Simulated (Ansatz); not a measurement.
**Energy profile**

The step: BH₂SOF ([OH][B]([F])[SH]) → BOF + H₂S; bonds formed: S2–H4; bonds broken: B1–S2, O3–H4 (atoms numbered as in the saddle structure below).

```xyz
6
angstrom
B -0.7263 -0.3156 -0.2991
S 0.5796 0.7889 0.9365
O -0.3245 0.0211 -1.4515
H 0.6212 0.7889 -0.5449
F -1.6091 -1.0599 0.3212
H 1.4591 -0.2234 1.0378
```

Electronic energies by CCSD(T) at an estimated basis limit (MP2 extrapolated from triple and quadruple zeta, plus CCSD(T) − MP2 in triple zeta), on PBE0-D4/def2-TZVP structures; BH$_{2}$SOF, singlet; no counterpoise correction. Program: Ansatz 0.2.0. Basis: def2-TZVPP and def2-QZVPP. Cores are frozen in the correlated methods. Extrapolation: Hartree–Fock as exp(−7.88 √X), correlation as X^−2.97.

Task: Give the profile in kcal/mol, counted from the start structure. (To be estimated.)

Result: By the calculation:
```json
{"point": "start structure", "kcal/mol": "0.00"}
{"point": "saddle", "kcal/mol": "53.52"}
{"point": "end structure", "kcal/mol": "37.55"}
{"point": "separated: BOF (linked as [O][B][F]; B1, O3, F5; singlet) + H$_{2}$S (S2, H4, H6; singlet)", "kcal/mol": "40.42"}
```

No T1 diagnostic of these runs exceeds 0.016.

For scale, one of the runs: CCSD(T)/def2-TZVPP, 163 basis functions, launched by `ansatz run in.yaml --threads 2 --pin off --events-out ev --progress --plain --max-ram 4352MiB`. Hardware: 2 CPU threads of an Arm Neoverse V2, shared host. Wall time 28 s; peak host memory 1.3 GiB.
